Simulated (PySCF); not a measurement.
BrGeH₃Se, SMILES Br[Se][GeH3]. Atoms are numbered in the order given.

```xyz
6

Se     0.1137    -0.0715     1.0805
Br     0.4077    -1.6122    -0.6362
Ge    -0.5075     1.6517    -0.3902
H     -0.7865     2.8621     0.5122
H      0.6555     1.9234    -1.3479
H     -1.7632     1.2181    -1.1509
```
Charge 0, spin multiplicity 1.

Geometry optimised at ωB97X-D3(BJ)/def2-SVP. The structure was generated by enumeration, and PubChem lists no compound with its InChIKey, so it may never have been made.

Level of theory: B3LYP/pcSseg-1 in PySCF.

GIAO shieldings, no solvent; atoms alike by connectivity are averaged. δ = σ(ref) − σ: ⁷⁷Se against Me2Se (σ = 1647.9 ppm); ⁷³Ge against GeH4 (σ = 1631.8 ppm); ¹H against TMS (σ = 31.68 ppm), references at their B3LYP-D3(BJ)/def2-TZVP geometries, non-relativistic (without spin–orbit terms, shifts of atoms bonded to Cl or Br come out too high).

Computed chemical shifts:
| nucleus | atoms | count | δ (ppm) |
|---|---|---|---|
| ⁷⁷Se | Se1 | 1 | 470.3 |
| ⁷³Ge | Ge3 | 1 | 192.5 |
| ¹H | H4, H5, H6 | 3 | 5.16 |
